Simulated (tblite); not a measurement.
C5H13NO3Si.
Geometry (GFN2-xTB, Å), atoms numbered from 1 in this order:
```
atom  x, y, z in Å
C1     2.9915    0.8517   -0.8310
N2     2.0861   -0.2573   -0.6420
Si3    1.0968   -0.3651    0.7545
O4     0.4005   -1.8320    0.7183
C5    -0.9867   -2.0000    0.8007
C6    -1.7115   -0.8009    1.3994
C7    -1.3869    0.4638    0.6057
O8    -1.7561    0.2349   -0.7189
C9    -1.5194    1.3298   -1.5777
O10   -0.0458    0.8093    0.7314
H11    2.4927    1.7609   -0.5052
H12    3.2542    0.9465   -1.8860
H13    3.9130    0.7423   -0.2494
H14    2.4878   -1.1249   -0.9652
H15    1.7422   -0.1769    2.0546
H16   -1.3737   -2.1783   -0.2083
H17   -1.1674   -2.8899    1.4153
H18   -1.3842   -0.6428    2.4271
H19   -2.7853   -0.9787    1.3736
H20   -1.9532    1.3283    1.0073
H21   -2.0767    2.2124   -1.2420
H22   -1.8684    1.0231   -2.5611
H23   -0.4543    1.5706   -1.6179
```

All values are computed: GFN2-xTB (tblite) harmonic vibrations without scaling, gas phase. The method is semi-empirical: single wavenumbers can be off by several per cent or more. Modes of hydrogen on silicon can be 10 to 20 % off. One conformer, not necessarily the lowest.

Harmonic wavenumbers (cm⁻¹): 31.7, 57.9, 73.2, 106.0, 150.7, 168.7, 179.6, 192.8, 252.5, 279.2, 310.2, 366.3, 386.9, 462.0, 542.0, 555.4, 662.1, 691.4, 715.7, 757.4, 815.3, 855.5, 905.8, 931.0, 951.7, 1009.6, 1063.2, 1066.6, 1089.0, 1115.7, 1131.3, 1138.1, 1151.0, 1160.5, 1167.4, 1199.3, 1229.8, 1304.3, 1326.0, 1339.1, 1342.5, 1358.1, 1393.6, 1417.2, 1443.1, 1458.9, 1471.1, 1481.2, 1490.8, 1503.8, 2261.0, 2775.6, 2908.1, 2912.3, 2913.3, 2933.8, 2962.0, 2976.9, 2999.0, 3011.5, 3029.3, 3037.4, 3446.4.

A = 1553, B = 1026, C = 743.6 MHz; mass 163.066 u (most abundant isotopes); point group C1, symmetry number 1.

Q: Zero-point energy?

A: ½Σν̃ = 40709 cm⁻¹ = 116.39 kcal/mol.

Q: Entropy at 500 K, 1 bar (ideal gas, RRHO, classical rotation)?

A: Translation 43.77, rotation 31.53, vibration 63.74: S = 139.0 cal/(mol K).

Q: And Cp and H(500 K) − H(0)?

A: Cp = 68.20 cal/(mol K), of which vibrations give 60.25 (their classical limit is 63 R = 125.2); H(500 K) − H(0) = 19.81 kcal/mol without the zero-point energy, 15.83 from vibrations.

Q: What must be added to the electronic energy to get the Gibbs energy at 500 K and 1 bar?

A: ZPE + [H(500 K) − H(0)] − T·S = 116.39 + 19.81 − 69.52 = 66.68 kcal/mol.

Q: Which modes carry the vibrational entropy at 500 K?

A: 31.7 cm⁻¹: 6.75; 57.9 cm⁻¹: 5.55; 73.2 cm⁻¹: 5.09; 106.0 cm⁻¹: 4.35; 150.7 cm⁻¹: 3.66; 168.7 cm⁻¹: 3.44 cal/(mol K); the other 57 give 34.89 together.

Hindered rotation and anharmonicity are outside this model. Other conformers, if any are populated, would add a mixing term that is left out. The structure is chiral; the term R ln 2 for an equal mix with its mirror image is left out.

The run took 4.0 s wall on one thread, Intel Xeon at 2.50 GHz (x86_64), no GPU, shared host. This covers the Hessian and the dipole derivatives.
